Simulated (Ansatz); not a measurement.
Ansatz (a quantum-chemistry and plane-wave program) input file for B2F3, SMILES F[B]B(F)F (connectivity only; charge and spin as stated), charge +1, multiplicity 1, PBE/def2-SVPD. The structure is a stationary point at ωB97X-D3(BJ)/def2-SVP. The multiplicity is an assumed one; other spin states were not compared. The isomer is the one that the SMILES or the coordinates give; other isomers of the formula were not compared. One conformer was computed; it need not be the lowest.

Ansatz 0.2 input:
```yaml
crystal:
  periodic: [false, false, false]
  atoms:
    - {symbol: F, position_ang: [-0.00000000, -0.00000000, -2.30412695]}
    - {symbol: B, position_ang: [0.00000000, -0.00000000, -1.07919610]}
    - {symbol: B, position_ang: [-0.00000000, 0.00000000, 0.69851503]}
    - {symbol: F, position_ang: [0.00000000, 1.15963373, 1.25780821]}
    - {symbol: F, position_ang: [0.00000000, -1.15963373, 1.25780822]}
basis:
  gaussian:
    orbitals: def2-SVPD
hamiltonian:
  xc: {name: PBE}
total_charge: 1
```

Log of the run:

```
WARN ansatz: RAYON_NUM_THREADS=1 ignored (pool sized by the plan → 1); use --threads N
Functional definition: PBE
integrals: 0.03 GiB planned
873 factors; their error is unknown
mean field: 0.28 GiB planned
mean field evaluation 1: about -9468.2723 eV, gradient 9.2e1 eV
mean field evaluation 2: about -9376.5706 eV, gradient 2.4e2 eV
mean field evaluation 4: about -9480.6362 eV, gradient 1.2e1 eV
mean field evaluation 8: about -9480.8495 eV, gradient 2.1e-1 eV
mean field evaluation 16: about -9480.8179 eV, gradient 2.8e-5 eV
mean field -9480.81785751 eV, -348.4136299344 hartree, gradient 2.8e-5 eV, S^2 0.000000; 0 other end points of the search recorded, 0 dependent functions left out
reference -9480.81790803 eV, -348.4136317909 hartree; 18, 18 occupied and 91, 91 virtual orbitals, 873 factors
Total energy: -9480.81790803 eV, -348.4136317909 hartree
```

The run converged.
